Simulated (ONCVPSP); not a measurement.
# Cutoff test, phosphorus (P), ONCV

- Element: phosphorus
- Generator: ONCVPSP 4.0.1
- Type: optimised norm-conserving Vanderbilt (ONCV)
- Functional: LDA (Perdew-Wang 92)
- Relativity: non-relativistic
- Frozen core: [He]
- Valence charge: 13
- Reference configuration: 2s2 2p6 3s2 3p2.5 (charge +0.5)
- Partial waves: 2s+3s: rc 0.80 bohr, ncon 5, nbas 9, qcut 16.9 1/bohr, 2 projectors; 2p+3p: rc 0.85 bohr, ncon 4, nbas 8, qcut 20 1/bohr, 3 projectors, debl 0.5 Ha; d scattering state at 0.39 Ha: rc 0.80 bohr, ncon 4, nbas 8, qcut 10.1 1/bohr, local
- Local potential: the d channel
- Core correction: Teter function, fcfact 4.25, rcfact 1.5

Q: For each optimised wave give the share of its norm inside rc, the residual kinetic energy above qcut (Ha) and the cutoffs (Ha) for errors of 10, 1, 0.1 and 0.01 mHa per electron.

A:

| wave | norm inside rc | residual KE | 10 mHa | 1 mHa | 0.1 mHa | 0.01 mHa |
| --- | --- | --- | --- | --- | --- | --- |
| 2s | 0.889 | 2.8e-06 | 71.1 | 98.4 | 117.8 | 133.2 |
| 3s | 0.045 | 1.1e-06 | 25.1 | 81.8 | 107.5 | 127.0 |
| 2p | 0.918 | 2.3e-08 | 110.6 | 134.0 | 153.2 | 169.1 |
| 3p | 0.035 | 1.7e-08 | 86.6 | 116.5 | 141.3 | 161.7 |
| p projector 3 | 0.013 | 7.5e-09 | 73.0 | 105.5 | 132.9 | 154.7 |
| d projector 1 | 0.034 | 6.5e-04 | 26.5 | 46.9 | 173.4 | 345.5 |

The occupied waves need 134 Ha and 153 Ha for 1 and 0.1 mHa.
